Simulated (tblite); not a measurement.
Species: C₇H₁₄Ge.
SMILES with atom numbers: `[CH2:1]1[CH2:2][CH:3]([C@@H:4]2[CH2:5][CH2:6][GeH2:7]2)[CH2:8]1` (hydrogens: H9, H10 on C1; H11, H12 on C2; H13 on C3; H14 on C4; H15, H16 on C5; H17, H18 on C6; H19, H20 on Ge7; H21, H22 on C8)

Computed with GFN2-xTB (tblite), gas phase: L-BFGS steps from a force-field or distance-geometry start until the largest atomic force falls under 0.01 eV/Å.

Step 54: E = -653.0990 eV
```
atom  x, y, z in Å  |  force x, y, z in eV/Å
C1     -2.6357    0.2769   -0.2373   -0.023   0.012   0.032
C2     -1.5857   -0.3161   -1.1866   -0.038  -0.005   0.011
C3     -0.7010   -0.6517    0.0313    0.011   0.014  -0.002
C4      0.4593    0.3054    0.1919    0.020  -0.005   0.039
C5      1.4886    0.2573   -0.9579   -0.009   0.012   0.001
C6      2.8213    0.4553   -0.2118   -0.009  -0.001  -0.023
Ge7     1.9401   -0.0594    1.4970   -0.017   0.000  -0.016
C8     -1.8962   -0.3525    0.9539    0.015   0.005  -0.018
H9     -2.6217    1.3644   -0.2233    0.001   0.019   0.026
H10    -3.6607   -0.0548   -0.3880   -0.005  -0.015  -0.011
H11    -1.1474    0.3684   -1.9101   -0.030   0.006   0.017
H12    -1.9408   -1.1996   -1.7115   -0.010  -0.038  -0.013
H13    -0.3366   -1.6827    0.0670   -0.008   0.008  -0.027
H14     0.0800    1.3238    0.3087    0.002  -0.016  -0.012
H15     1.3070    1.0065   -1.7291    0.033  -0.009  -0.022
H16     1.4564   -0.7236   -1.4337    0.029  -0.006   0.025
H17     3.6435   -0.1320   -0.6141    0.006   0.004   0.017
H18     3.1188    1.5031   -0.2220    0.021  -0.008   0.032
H19     2.1029   -1.5037    1.9160    0.006   0.022  -0.008
H20     2.1648    0.7838    2.7393   -0.014  -0.014  -0.018
H21    -2.3872   -1.2526    1.3213    0.035   0.022   0.004
H22    -1.6801    0.3033    1.7981   -0.015  -0.007  -0.035
```

Step 55: E = -653.0996 eV
```
atom  x, y, z in Å  |  force x, y, z in eV/Å
C1     -2.6381    0.2749   -0.2357   -0.018   0.010   0.012
C2     -1.5876   -0.3132   -1.1876   -0.013  -0.023   0.011
C3     -0.7009   -0.6504    0.0295    0.008   0.009  -0.008
C4      0.4589    0.3070    0.1921    0.008  -0.001   0.004
C5      1.4891    0.2579   -0.9573    0.007   0.006  -0.002
C6      2.8218    0.4519   -0.2100    0.002   0.012  -0.024
Ge7     1.9383   -0.0573    1.4980   -0.009   0.004  -0.004
C8     -1.8953   -0.3529    0.9535    0.023  -0.009  -0.010
H9     -2.6283    1.3621   -0.2210    0.001   0.033   0.027
H10    -3.6618   -0.0606   -0.3860   -0.012  -0.017  -0.010
H11    -1.1499    0.3732   -1.9106   -0.044  -0.005   0.033
H12    -1.9402   -1.1979   -1.7133   -0.009  -0.018  -0.009
H13    -0.3353   -1.6813    0.0625   -0.016   0.015  -0.025
H14     0.0763    1.3242    0.3057    0.014  -0.005  -0.004
H15     1.3119    1.0089   -1.7284    0.024  -0.026  -0.013
H16     1.4566   -0.7235   -1.4328    0.020   0.008   0.021
H17     3.6430   -0.1389   -0.6098    0.000   0.004   0.013
H18     3.1236    1.4986   -0.2224    0.020  -0.010   0.033
H19     2.1005   -1.5019    1.9152    0.003   0.024   0.001
H20     2.1685    0.7893    2.7379   -0.022  -0.026  -0.023
H21    -2.3838   -1.2532    1.3225    0.029   0.011   0.006
H22    -1.6777    0.3026    1.7971   -0.017   0.003  -0.028
```

Step 56: E = -653.1001 eV
```
atom  x, y, z in Å  |  force x, y, z in eV/Å
C1     -2.6405    0.2735   -0.2341   -0.008   0.003  -0.010
C2     -1.5896   -0.3114   -1.1881    0.004  -0.027   0.007
C3     -0.7006   -0.6491    0.0278    0.000   0.002  -0.014
C4      0.4588    0.3084    0.1923   -0.004   0.002  -0.033
C5      1.4896    0.2585   -0.9568    0.022   0.004  -0.004
C6      2.8223    0.4494   -0.2090    0.019   0.019  -0.014
Ge7     1.9368   -0.0556    1.4986    0.003   0.004   0.003
C8     -1.8943   -0.3534    0.9528    0.020  -0.013  -0.001
H9     -2.6336    1.3608   -0.2185   -0.002   0.029   0.025
H10    -3.6630   -0.0654   -0.3845   -0.012  -0.013  -0.006
H11    -1.1529    0.3770   -1.9105   -0.052  -0.012   0.038
H12    -1.9397   -1.1972   -1.7147   -0.008   0.002  -0.002
H13    -0.3348   -1.6800    0.0584   -0.017   0.014  -0.022
H14     0.0735    1.3246    0.3033    0.023   0.007   0.004
H15     1.3162    1.0105   -1.7282    0.013  -0.035  -0.008
H16     1.4575   -0.7231   -1.4318    0.010   0.013   0.015
H17     3.6427   -0.1445   -0.6065   -0.009   0.007   0.010
H18     3.1282    1.4950   -0.2221    0.016  -0.011   0.031
H19     2.0989   -1.5001    1.9152   -0.001   0.022   0.006
H20     2.1709    0.7930    2.7363   -0.027  -0.029  -0.021
H21    -2.3804   -1.2537    1.3237    0.021  -0.003   0.007
H22    -1.6763    0.3023    1.7954   -0.012   0.016  -0.013
```

Question: Estimate the geometry and energy of step 57. (The exact step hangs on the optimiser's Hessian estimate; all steps are aligned on step 56, rigid shifts and turns removed.)

Answer: E = -653.1006 eV, largest force 0.066 eV/Å
```
atom  x, y, z in Å  |  force x, y, z in eV/Å
C1     -2.6435    0.2718   -0.2325    0.004  -0.005  -0.026
C2     -1.5917   -0.3097   -1.1883    0.010  -0.024   0.000
C3     -0.7002   -0.6473    0.0259   -0.010  -0.006  -0.019
C4      0.4588    0.3101    0.1921   -0.014   0.005  -0.064
C5      1.4906    0.2594   -0.9564    0.035  -0.003  -0.008
C6      2.8234    0.4467   -0.2084    0.027   0.022   0.009
Ge7     1.9352   -0.0535    1.4988    0.014  -0.001   0.000
C8     -1.8931   -0.3543    0.9520    0.009  -0.009   0.010
H9     -2.6391    1.3596   -0.2151   -0.006   0.010   0.020
H10    -3.6650   -0.0710   -0.3832   -0.005  -0.005   0.001
H11    -1.1570    0.3813   -1.9093   -0.053  -0.014   0.031
H12    -1.9392   -1.1965   -1.7162   -0.007   0.021   0.005
H13    -0.3346   -1.6781    0.0537   -0.011   0.006  -0.017
H14     0.0709    1.3253    0.3010    0.031   0.019   0.008
H15     1.3211    1.0114   -1.7286    0.002  -0.035  -0.006
H16     1.4589   -0.7226   -1.4307   -0.001   0.013   0.009
H17     3.6427   -0.1503   -0.6032   -0.012   0.003   0.004
H18     3.1342    1.4907   -0.2212    0.013  -0.002   0.025
H19     2.0964   -1.4973    1.9161   -0.003   0.014   0.011
H20     2.1724    0.7960    2.7341   -0.029  -0.023  -0.010
H21    -2.3762   -1.2547    1.3254    0.012  -0.018   0.007
H22    -1.6754    0.3023    1.7931   -0.005   0.030   0.008
```

The energy changes by -0.0006 eV. The first-order estimate −F·Δx gives -0.0008 eV and the mean of the old and new forces, exact on a quadratic surface, -0.0006 eV. The step makes an angle of 74° with the force vector and moves no atom by more than 0.007 Å.

What follows is the cost of the whole relaxation. Time: 1.6 s. Hardware: Arm Neoverse N1, one thread, on a shared host.
